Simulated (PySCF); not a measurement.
C5H2F6SSi, SMILES FC(F)(F)c1ccc([Si](F)(F)F)s1, GFN2-xTB optimised geometry.

```
15

F     -2.35    -2.46     1.02
C     -1.48    -2.45    -0.01
F     -2.23    -2.53    -1.12
F     -0.79    -3.59     0.07
C     -0.59    -1.26     0.00
C      0.77    -1.26     0.00
C      1.30     0.04     0.00
C      0.33     1.02     0.00
Si     0.60     2.86     0.00
F     -0.04     3.59    -1.25
F     -0.01     3.59     1.26
F      2.14     3.22    -0.02
S     -1.25     0.33     0.00
H      1.37    -2.15     0.00
H      2.35     0.26     0.00
```

Density from PySCF with B3LYP/def2-TZVP at that geometry.

Minimum of the electron density along straight lines between bonded atoms, close to the bond critical point (lines longer than 1.1 times the sum of covalent radii, or with two minima, are not listed):

| bond | length / Å | ρ at the minimum / e bohr⁻³ | ∇²ρ there / e bohr⁻⁵ | position (fraction from the first atom) |
|---|---|---|---|---|
| F1–C2 | 1.344 | 0.286 | -0.57 | 0.65 |
| C2–F3 | 1.345 | 0.285 | -0.57 | 0.35 |
| C2–F4 | 1.339 | 0.288 | -0.54 | 0.34 |
| C2–C5 | 1.489 | 0.282 | -0.81 | 0.53 |
| C5–C6 | 1.367 | 0.330 | -0.97 | 0.52 |
| C6–C7 | 1.403 | 0.313 | -0.92 | 0.50 |
| C7–C8 | 1.372 | 0.327 | -0.95 | 0.49 |
| C8–Si9 | 1.855 | 0.129 | 0.18 | 0.61 |
| Si9–F10 | 1.583 | 0.146 | 1.04 | 0.42 |
| Si9–F11 | 1.583 | 0.146 | 1.04 | 0.42 |
| Si9–F12 | 1.583 | 0.146 | 1.04 | 0.42 |
| C5–S13 | 1.721 | 0.217 | -0.45 | 0.49 |
| C8–S13 | 1.731 | 0.212 | -0.42 | 0.48 |
| C6–H14 | 1.075 | 0.292 | -1.07 | 0.65 |
| C7–H15 | 1.075 | 0.293 | -1.07 | 0.65 |
